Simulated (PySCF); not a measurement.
# N²⁺ (nitrogen, charge +2): UHF calculation

Configuration: [He] 2s2 2p1, 2P determinant. Calculation: PySCF 2.14, in aug-cc-pVTZ-DK (5s4p3d2f, 46 functions); the spin-free X2C one-electron Hamiltonian (Gaussian nucleus).

* Total energy: -52.847342 hartree
* One-electron energy: -65.5290 hartree
* Hartree (Coulomb) energy: 18.4028 hartree
* Exchange energy: -5.7212 hartree
* ⟨S²⟩: 0.7542
* ⟨L²⟩: 2.011
* Sum of ⟨r⟩: 3.933 bohr
* Sum of ⟨r²⟩: 4.974 bohr²
* Traceless quadrupole moment −½Σ⟨3z² − r²⟩ along its main axis: -0.628 e·bohr²
* Langevin diamagnetic susceptibility: -3.94 ×10⁻⁶ cm³/mol

```json
{"shell": "1s α", "electrons": "1", "mean orbital energy (hartree)": "-17.14798", "rms radius, mean of both spins (bohr)": "0.264"}
{"shell": "1s β", "electrons": "1", "mean orbital energy (hartree)": "-17.10235", "rms radius, mean of both spins (bohr)": "0.264"}
{"shell": "2s α", "electrons": "1", "mean orbital energy (hartree)": "-2.16053", "rms radius, mean of both spins (bohr)": "1.28"}
{"shell": "2s β", "electrons": "1", "mean orbital energy (hartree)": "-1.99136", "rms radius, mean of both spins (bohr)": "1.28"}
{"shell": "2p α", "electrons": "1", "mean orbital energy (hartree)": "-1.76350", "rms radius, mean of both spins (bohr)": "1.24"}
```

Spin-orbit constants ζ (cm⁻¹) from the X2C one-electron operator on these orbitals: bare nucleus, nucleus screened by l(l+1)(2l+1)/3 electrons, and screened by the Breit-Pauli mean field of the electrons.

| shell | bare | screened nucleus | mean field |
| --- | --- | --- | --- |
| 2p | 190.2 | 135.9 | 115.5 |

To first order the Landé constant is A = 115.5 cm⁻¹, so the lowest level has J = 1/2 and lies 0.0143 eV below the centre of the term.
